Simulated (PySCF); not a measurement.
NO (SMILES [N]=O), doublet, at a GFN2-xTB geometry. Base run: PBE/cc-pVDZ run with PySCF.

Here is a job for PySCF.
```python
from pyscf import gto, scf, dft, solvent

mol = gto.M(
    atom='''
N    -0.00000000   -0.00000000   -0.61623737
O     0.00000000    0.00000000    0.53920770
''',
    basis='cc-pvdz',
    spin=1,
    verbose=3,
)

mf = dft.UKS(mol)
mf.xc = 'pbe'
mf.kernel()
mf.analyze()
```

Variants of this job, named by their change:

| change | ΔE vs base (kJ/mol) | dipole (D) |
|---|---|---|
| base | 0.00 | 0.17 |
| model = IEF-PCM; solvent = tetrahydrofuran | -1.71 | 0.19 |
| model = IEF-PCM; solvent = acetonitrile; r_probe = 0.5 | -0.67 | 0.19 |
| model = SS(V)PE; solvent = acetonitrile | -2.06 | 0.20 |
| model = ddCOSMO; solvent = acetonitrile | -1.55 | 0.19 |
| model = IEF-PCM; solvent = methanol | -2.06 | 0.20 |
| model = C-PCM; solvent = acetonitrile | -2.11 | 0.20 |
| model = IEF-PCM; solvent = acetonitrile | -2.07 | 0.20 |
| model = IEF-PCM; solvent = acetonitrile; lebedev_order = 41 | -2.07 | 0.20 |
| model = IEF-PCM; solvent = water | -2.12 | 0.20 |
| model = IEF-PCM; solvent = acetonitrile; vdw_scale = 1.4 | -1.00 | 0.19 |
| model = IEF-PCM; solvent = acetonitrile; lebedev_order = 11 | -1.98 | 0.20 |

The base is the gas phase, so ΔE is the electrostatic part of solvation at a fixed geometry, without cavity and dispersion terms.

Open shells are given as the SCF converged; they aren't shown to be the lowest states, and a large step between rows can be another state.
